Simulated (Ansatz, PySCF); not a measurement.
C3H6O2Si, SMILES O[SiH2][C@@H]1C=CO1. Atoms are numbered in the order given.

```xyz
12

O      2.2718     0.6431    -0.3244
Si     1.1704    -0.4984     0.1930
C     -0.4883     0.3183     0.6232
C     -1.7028    -0.5774     0.6851
C     -2.0675    -0.0477    -0.4978
O     -1.0285     0.8466    -0.6598
H      2.0059     1.1607    -1.0949
H      0.8680    -1.5206    -0.8485
H      1.7678    -1.1237     1.4014
H     -0.4206     1.1317     1.3650
H     -2.0773    -1.3335     1.3688
H     -2.8459    -0.1488    -1.2569
```
Charge 0, spin multiplicity 1.

The structure is a stationary point at B3LYP-D3(BJ)/def2-SVP. The structure was generated by enumeration; whether it is a known compound was not checked. Other conformers were not sampled.

Two levels are set side by side: PBE-D3(BJ)/def2-SVP (Ansatz, a first-principles code) and B3LYP-D3(BJ)/def2-SVP (Ansatz). Each level has its own optimised geometry; the coordinates shown are those of the second. Frequencies come from the Hessian of PySCF at each geometry. Differences are taken from unrounded values.

| quantity | B3LYP-D3(BJ) | PBE-D3(BJ) | PBE-D3(BJ) minus B3LYP-D3(BJ) |
|---|---|---|---|
| mean bond length (Å) | 1.376 | 1.385 | 0.009 |
| bond O1–Si2 (Å) | 1.668 | 1.682 | 0.014 |
| bond Si2–C3 (Å) | 1.898 | 1.907 | 0.009 |
| bond C3–C4 (Å) | 1.510 | 1.508 | -0.002 |
| bond C3–O6 (Å) | 1.489 | 1.494 | 0.006 |
| bond C4–C5 (Å) | 1.346 | 1.358 | 0.011 |
| bond C5–O6 (Å) | 1.380 | 1.387 | 0.006 |
| bond O1–H7 (Å) | 0.965 | 0.974 | 0.008 |
| bond Si2–H8 (Å) | 1.490 | 1.505 | 0.015 |
| bond Si2–H9 (Å) | 1.486 | 1.499 | 0.013 |
| bond C3–H10 (Å) | 1.103 | 1.111 | 0.008 |
| bond C4–H11 (Å) | 1.086 | 1.094 | 0.008 |
| bond C5–H12 (Å) | 1.092 | 1.100 | 0.008 |
| highest harmonic wavenumber (cm⁻¹) | 3860 | 3753 | -107 |
| mean harmonic wavenumber (cm⁻¹) | 1231 | 1196 | -36 |
| zero-point energy (kcal/mol) | 52.81 | 51.27 | -1.54 |

Exact exchange shortens and stiffens bonds; PBE has none. Differences between two approximate levels are no errors against the true value.
